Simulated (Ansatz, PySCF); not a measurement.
C₃H₇FSi, SMILES C1CC1[SiH2]F. Atoms are numbered in the order given.

```xyz
12

F      2.0915    -0.5603    -0.2050
Si     0.9242     0.4755     0.2647
C     -0.7099    -0.3786     0.3816
C     -1.9670     0.4403     0.1714
C     -1.5622    -0.5641    -0.8513
H      0.8256     1.5511    -0.7658
H      1.3526     1.0368     1.5776
H     -0.7870    -1.1708     1.1350
H     -2.8233     0.2182     0.8133
H     -1.8654     1.5018    -0.0777
H     -2.1388    -1.4896    -0.9276
H     -1.1777    -0.2014    -1.8099
```

Coordinates come from a PBE0-D3(BJ)/def2-SVP optimisation. This is a generated structure with no PubChem entry under its InChIKey; it may be hypothetical. Other conformers were not sampled.

Two levels are set side by side: PBE-D3(BJ)/def2-SVP (Ansatz, a program for electronic structure) and PBE0-D3(BJ)/def2-SVP (Ansatz). Each level has its own optimised geometry; the coordinates shown are those of the second. Frequencies come from the Hessian of PySCF at each geometry. Differences are taken from unrounded values.

```
quantity                            PBE0-D3(BJ)  PBE-D3(BJ)  PBE-D3(BJ) minus PBE0-D3(BJ)
----------------------------------  -----------  ----------  ----------------------------
mean bond length (Å)                      1.371       1.381                         0.010
bond F1–Si2 (Å)                           1.630       1.645                         0.015
bond Si2–C3 (Å)                           1.848       1.858                         0.010
bond C3–C4 (Å)                            1.515       1.527                         0.012
bond C3–C5 (Å)                            1.510       1.522                         0.011
bond C4–C5 (Å)                            1.489       1.500                         0.011
bond Si2–H6 (Å)                           1.493       1.505                         0.012
bond Si2–H7 (Å)                           1.491       1.503                         0.012
bond C3–H8 (Å)                            1.096       1.104                         0.008
bond C4–H9 (Å)                            1.093       1.101                         0.008
bond C4–H10 (Å)                           1.095       1.103                         0.008
bond C5–H11 (Å)                           1.093       1.101                         0.008
bond C5–H12 (Å)                           1.095       1.103                         0.008
highest harmonic wavenumber (cm⁻¹)         3247        3154                           -93
mean harmonic wavenumber (cm⁻¹)            1349        1304                           -45
zero-point energy (kcal/mol)              57.87       55.92                         -1.94
```

GGA bonds tend to be longer and softer than those of functionals with exact exchange. Differences between two approximate levels are no errors against the true value.
